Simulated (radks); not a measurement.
Task: All-electron atom: the tellurium ion Te41+ in [Ne] 3s1. Method: scalar-relativistic Kohn-Sham, LDA (Slater exchange, VWN5 correlation), spin-polarised, spherical densities, finite nucleus; open shells are filled with parallel spins first (spin-orbit coupling, left out, can overturn this in heavy ions); Fermi nuclear charge, rms radius 4.7423 fm; computed with a radial shooting solver on a logarithmic mesh with Libxc functionals. Some entries of the table are withheld. Estimate them.

orbital  occ.  eigenvalue (eV)  <r> (bohr)
1s up       1        -34269.92     0.02782
1s down     1        -34266.94     0.02782
2s up       1        -7362.219         (1)
2s down     1        -7358.957         (2)
2p up       3        -6900.364      0.1026
2p down     3        -6897.481      0.1025
3s up       1              (3)         (4)
3s down     0              (5)         (6)

Result: 
(1) 2s up <r> (bohr): 0.1178
(2) 2s down <r> (bohr): 0.1178
(3) 3s up eigenvalue (eV): -3012.123
(4) 3s up <r> (bohr): 0.2822
(5) 3s down eigenvalue (eV): -2992.005
(6) 3s down <r> (bohr): 0.2821
